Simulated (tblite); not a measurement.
Input of a run (GFN2-xTB geometry optimisation, gas phase (tblite 0.8.0)), started from a force field or distance geometry:
```
{"job": {"kind": "relax", "xc": "GFN2-xTB", "basis": "xTB"}, "charge": 0, "multiplicity": 1}
Si     1.866500     0.289600     0.586900
N      1.332000     0.875500    -1.031800
C      0.143100     0.695800    -1.432900
C     -0.835400     0.027600    -0.592400
C     -2.097000    -0.401000    -0.485900
C     -1.208900    -0.666900     0.674900
H      1.573400    -1.140600     0.712800
H      1.296400     1.097900     1.691400
H      3.335400     0.414200     0.762600
H     -0.108500     1.076100    -2.416300
H     -3.097300    -0.512300    -0.907000
H     -1.424300    -0.099400     1.594200
H     -0.779900    -1.656000     0.825700
```

Output (eV, eV/Å):
```
step      E/eV     max force
  0    -453.61257    2.280
  1    -453.73859    0.786
  2    -453.79461    0.850
  3    -453.82230    0.918
  4    -453.84559    0.471
  5    -453.86472    0.392
  6    -453.87760    0.405
  7    -453.89253    0.317
  8    -453.90525    0.299
  9    -453.91546    0.246
 10    -453.92314    0.283
 11    -453.93115    0.287
 12    -453.94014    0.302
 13    -453.94975    0.298
 14    -453.95838    0.327
 15    -453.96544    0.247
 16    -453.97122    0.256
 17    -453.97643    0.308
 18    -453.98100    0.237
 19    -453.98428    0.148
 20    -453.98640    0.131
 21    -453.98819    0.107
 22    -453.99034    0.132
 23    -453.99282    0.141
 24    -453.99497    0.152
 25    -453.99638    0.135
 26    -453.99751    0.114
 27    -453.99891    0.104
 28    -454.00073    0.108
 29    -454.00259    0.097
 30    -454.00399    0.098
 31    -454.00499    0.119
 32    -454.00610    0.124
 33    -454.00750    0.109
 34    -454.00877    0.105
 35    -454.00955    0.070
 36    -454.01001    0.061
 37    -454.01037    0.052
 38    -454.01071    0.055
 39    -454.01103    0.039
 40    -454.01128    0.036
 41    -454.01147    0.040
 42    -454.01159    0.031
 43    -454.01169    0.025
 44    -454.01179    0.026
 45    -454.01189    0.033
 46    -454.01197    0.029
 47    -454.01203    0.017
 48    -454.01205    0.011
 49    -454.01207    0.011
 50    -454.01208    0.011
 51    -454.01210    0.011
 52    -454.01213    0.015
 53    -454.01218    0.027
 54    -454.01226    0.038
 55    -454.01238    0.041
 56    -454.01252    0.036
 57    -454.01266    0.035
 58    -454.01282    0.036
 59    -454.01305    0.050
 60    -454.01341    0.070
 61    -454.01394    0.075
 62    -454.01465    0.084
 63    -454.01572    0.101
 64    -454.01727    0.129
 65    -454.01938    0.156
 66    -454.00781    0.488
 67    -454.02230    0.110
 68    -454.02356    0.089
 69    -454.02499    0.209
 70    -454.02709    0.107
 71    -454.02826    0.114
 72    -454.03169    0.274
 73    -454.03628    0.097
 74    -454.03942    0.077
 75    -454.03862    0.328
 76    -454.04317    0.104
 77    -454.04446    0.105
 78    -454.04445    0.305
 79    -454.04812    0.094
 80    -454.04964    0.085
 81    -454.05397    0.210
 82    -454.05588    0.129
 83    -454.05680    0.103
 84    -454.05760    0.056
 85    -454.05785    0.030
 86    -454.05799    0.030
 87    -454.05815    0.033
 88    -454.05838    0.040
 89    -454.05872    0.044
 90    -454.05902    0.032
 91    -454.05921    0.030
 92    -454.05930    0.024
 93    -454.05935    0.020
 94    -454.05940    0.016
 95    -454.05944    0.021
 96    -454.05949    0.029
 97    -454.05955    0.030
 98    -454.05962    0.026
 99    -454.05967    0.015
100    -454.05970    0.009
```

Problem. Summarise the run.

Solution. The energy falls by 0.447 eV over 100 L-BFGS steps, the largest force on an atom goes from 2.28 to 0.009 eV/Å, and the atoms move by 0.619 Å rms after alignment. The bond that changes most is Si1–N2 (SiH3 silicon to C=N nitrogen), which shortens by 0.088 Å. Bonds longer at the end by more than 0.005 Å: 3 of 13; shorter: 8. Among the angles that change most is Si1–N2–C3, from 121.1° to 136.3°. Among the dihedrals that turn most is H7–Si1–N2–C3, from 54° to 2°. The energy rose by more than 1e-5 eV at steps 66 and 75. The first step brought 28 % of the lowering.

Problem. What are the final bond lengths?

Solution. Si1–N2 1.714 Å, N2=C3 1.260 Å, C3–C4 1.425 Å, C4=C5 1.311 Å, C5–C6 1.496 Å, C4–C6 1.504 Å, Si1–H7 1.468 Å, Si1–H8 1.462 Å, Si1–H9 1.462 Å, C3–H10 1.095 Å, C5–H11 1.062 Å, C6–H12 1.084 Å, C6–H13 1.084 Å. Numbering counts from 1 in the input's order; the species is `[SiH3]/N=C\C1=CC1`.

Time: 0.42 s wall. Hardware: one thread, Arm Neoverse V2 (aarch64), no GPU, shared host.

Its GFN2-xTB frequencies are all real (lowest 62 cm⁻¹). The numbers are those of one conformer.

All values are computed, not measured.
